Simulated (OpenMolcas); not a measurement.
**Er2+: moving or changing the point charges**

Er2+ among 6 point charges of -2 e arranged as a tetragonal octahedron (D4h), 2.39 Å from the ion, with the axial distance 2.199 Å.
```
   2.3900    0.0000    0.0000  -2.00
   0.0000    2.3900    0.0000  -2.00
  -2.3900    0.0000    0.0000  -2.00
   0.0000   -2.3900    0.0000  -2.00
   0.0000    0.0000    2.1988  -2.00
   0.0000    0.0000   -2.1988  -2.00
```

| Property | Result |
| --- | --- |
| Program | OpenMolcas |
| Method | SS-CASPT2, IPEA 0.25 Eh, imaginary shift 0.1 Eh (closed shells correlated: 5s 5p) |
| Basis | ANO-RCC-VDZP [7s6p4d2f1g] |
| Scalar Hamiltonian | DKH2, point nucleus |
| Active space | 12 electrons in 7 orbitals (4f) |
| State averaging | 2S+1 = 3 even, 21 roots; 2S+1 = 1 even, 27 roots kept (CI in the orbitals of an earlier block) |
| Spin-orbit coupling | RASSI with atomic mean-field integrals over the reference wave functions |

Runs around this geometry, states (labels of D4, the rotations of D4h). Energies in cm-1 above the lowest state or level, χT in cm3 K/mol; under a threefold ground state the first gap can be a small split of the lowest multiplet, not the spin-orbit step.

| R (Å) | q (e) | Ground state | First state of that spin | First gap with spin-orbit (degeneracies) | Width of lowest J | χT at 300 K |
| --- | --- | --- | --- | --- | --- | --- |
| 2.39 | -1 | 3E | 3E 24 | 28 (1, 2) | 543 | 7.075 |
| 2.39 | -2 | 2S+1 = 3 | 3A2 210 | 56 (1, 2) | 862 | 6.922 |
| 2.52 | -2 | 3E | 3B1 280 | 16 (1, 1) | 971 | 6.983 |
| 2.73 | -2 | 3E | 3E 130 | 18 (1, 2) | 739 | 7.055 |

Scaling the charges by -1 / -2 = 0.50 scales the width of the lowest J multiplet by 543 / 862 = 0.63; with fixed orbitals a first-order splitting would follow the charge.

Roots that are degenerate in the reference are averaged as groups; the widest CASPT2 spread within a group is 710 cm-1 (the 3-fold group of multiplicity 3 near 0 cm-1 above the lowest state of its run, R = 2.39, q = -2). Shifts and gaps below about the spread of the groups concerned are not significant. Point charges carry no covalency, so the field is a model and not that of real ligands. An unlabelled pair can be two single states that coincide in this model. A group larger than the point group allows holds several states that coincide in this model. No measured value stands beside these numbers.

A state without a sure symmetry label is named by its multiplicity alone.
